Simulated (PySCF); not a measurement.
# How methods differ on the ionisation energy of Sr²⁴⁺

Sr²⁴⁺ [Ne] 3s2 3p2 (3P) → Sr²⁵⁺ [Ne] 3s2 3p1 (2P), as a difference of total energies. Calculation: PySCF 2.14, in an uncontracted even-tempered set (16 s from 2.7 bohr⁻², ratio 2.5; 11 p from 3.5 bohr⁻², ratio 2.5; 5 d from 15 bohr⁻², ratio 2.7; 4 f from 23 bohr⁻², ratio 2.7); the non-relativistic Hamiltonian (point nucleus). Correlated levels: outer shells: 1s2 frozen; virtual orbitals above 40 to 60 times the deepest correlated orbital energy dropped. The calculations carry no spin-orbit coupling.

```
                method  ionisation energy (eV)
                   UHF                  1148.4
                   LDA                  1149.8
                   PBE                  1150.0
                  PBE0                  1149.9
                r2SCAN                  1150.2
                PBEsol                  1149.7
             BHandHLYP                  1149.9
    MP2 (outer shells)                  1148.9
SCS-MP2 (outer shells)                  1148.7
```

Spin-orbit coupling is strong in these open shells (close to jj coupling). The scalar numbers leave it out and a first-order estimate fails, so it can dominate the gap to the real levels.

The gap to the reference is mostly relativistic.

For comparison: 1165 ± 3 eV (semi-empirical (NIST evaluation); NIST Atomic Spectra Database, ionization energies).
